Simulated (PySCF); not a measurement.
Excited states of 3-chloropropyl acetate (SMILES CC(=O)OCCCCl)

Theory: TDA CAM-B3LYP/def2-TZVP excited states, vertical, gas phase (PySCF 2.14.0). Geometry: PBE0-D3(BJ)/def2-SVP.

Input:
```
{"job": {"kind": "states", "xc": "CAM-B3LYP", "basis": "def2-TZVP", "tda": true, "soc": true, "nstates": 6, "ntriplets": 5, "nquad": 4}, "charge": 0, "multiplicity": 1}
C      2.541821    -0.929804    -0.370389
C      1.183263    -0.384945    -0.043308
O      0.895540     0.780801     0.033669
O      0.302474    -1.377814     0.155191
C     -1.029822    -0.997911     0.476783
C     -1.819385    -0.630745    -0.765724
C     -3.255444    -0.260598    -0.471725
Cl    -4.179691    -1.627708     0.234568
H      2.866190    -1.628396     0.413826
H      2.493964    -1.498290    -1.310854
H      3.255972    -0.105080    -0.467716
H     -1.009442    -0.150545     1.180077
H     -1.475659    -1.869055     0.974012
H     -1.341649     0.239322    -1.245391
H     -1.787325    -1.467637    -1.481550
H     -3.321455     0.568212     0.247670
H     -3.783620     0.034127    -1.387721
```
Coordinates are in Å.

Command: `OMP_NUM_THREADS=1 python excited_run.py task.json out`

(1) What does the run print?

Results:

(1) H and L stand for HOMO and LUMO.
```
coarse grid: 14808 points
cycle   1  E = -806.4473924670  dE =  1.208e+00  |g| = 9.812e-01  |ddm| = 3.043e+00
cycle   2  E = -806.2727545601  dE =  1.746e-01  |g| = 1.449e+00  |ddm| = 1.647e+00
cycle   3  E = -806.6243634743  dE = -3.516e-01  |g| = 1.753e-01  |ddm| = 1.099e+00
cycle   4  E = -806.6288112644  dE = -4.448e-03  |g| = 8.625e-02  |ddm| = 1.451e-01
cycle   5  E = -806.6300011274  dE = -1.190e-03  |g| = 1.690e-02  |ddm| = 5.575e-02
cycle   6  E = -806.6300591223  dE = -5.799e-05  |g| = 4.601e-03  |ddm| = 1.469e-02
cycle   7  E = -806.6300639702  dE = -4.848e-06  |g| = 1.082e-03  |ddm| = 5.416e-03
final grid: 138552 points
cycle   8  E = -806.6237628140  dE = -5.613e-05  |g| = 4.775e-03  |ddm| = 4.958e-02
cycle   9  E = -806.6237627073  dE =  1.067e-07  |g| = 4.843e-03  |ddm| = 6.839e-03
cycle  10  E = -806.6237672046  dE = -4.497e-06  |g| = 7.784e-04  |ddm| = 2.918e-03
cycle  11  E = -806.6237672892  dE = -8.459e-08  |g| = 3.110e-04  |ddm| = 6.102e-04
cycle  12  E = -806.6237673048  dE = -1.558e-08  |g| = 1.147e-04  |ddm| = 3.243e-04
cycle  13  E = -806.6237673072  dE = -2.389e-09  |g| = 3.059e-05  |ddm| = 8.573e-05
cycle  14  E = -806.6237673074  dE = -1.969e-10  |g| = 7.760e-06  |ddm| = 3.518e-05
converged SCF energy = -806.6237673074

Singlet excitations
state   eV       nm        f     d(h-e)  d(exc)  Lambda  PR(NTO)  |dmu|/D   mu/D   main configurations
  1   6.0001   206.6   0.00148   0.662   2.016   0.485   1.003    1.432    1.214   H->L 0.86
  2   7.5418   164.4   0.00135   0.511   2.307   0.488   1.018    1.310    1.459   H-1->L+1 0.46, H-1->L+3 0.17, H-2->L+1 0.12
  3   7.6533   162.0   0.00194   0.548   2.322   0.476   1.018    1.332    1.571   H-2->L+1 0.52, H-2->L+3 0.17, H-1->L+1 0.11
  4   8.3086   149.2   0.05891   0.816   2.811   0.448   1.626    2.814    1.982   H-3->L 0.43, H-1->L 0.24, H->L+2 0.15
  5   8.4809   146.2   0.13039   1.222   3.193   0.339   1.433                     H->L+2 0.73, H-3->L 0.09
  6   8.7200   142.2   0.00311   1.291   2.706   0.477   1.051                     H-4->L 0.42, H-5->L 0.20, H-6->L 0.11

Triplet excitations (Tamm-Dancoff)
state   eV     d(h-e)  d(exc)  Lambda  PR(NTO)   main configurations
  1   5.4526   0.649   1.996   0.483   1.004   H->L 0.85
  2   6.2108   0.540   2.049   0.521   1.008   H-3->L 0.58, H-1->L 0.13
  3   6.7008   0.480   2.179   0.485   1.009   H-1->L+1 0.39, H-2->L+1 0.17, H-1->L+3 0.17
  4   6.7839   0.490   2.185   0.479   1.008   H-2->L+1 0.42, H-2->L+3 0.20, H-1->L+1 0.14
  5   8.2502   0.976   3.101   0.314   1.054   H->L+2 0.84
S1 - T1 = 0.5475 eV

Spin-orbit couplings |<S|Hso|T>| (cm-1)
             T1       T2       T3       T4       T5
S0       60.569    4.833  230.111  232.418    5.894
S1        1.080   38.461    0.647    0.943    4.500
S2        0.296    1.855   25.084  265.100    4.063
S3        0.721    3.116  265.350   27.187    3.761
S4       22.369    0.981    9.832   11.013    2.301
S5       11.806    1.320    5.696    8.898    1.400
S6       35.728    8.792    5.465    3.169    2.869
T1 sublevels (cm-1): 0.000 0.053 0.347   radiative rates (1/s): 0.2 35.4 749
```

It took 78 s wall time on 1 thread of an Arm Neoverse V2, shared host, peak memory 1.3 GiB.
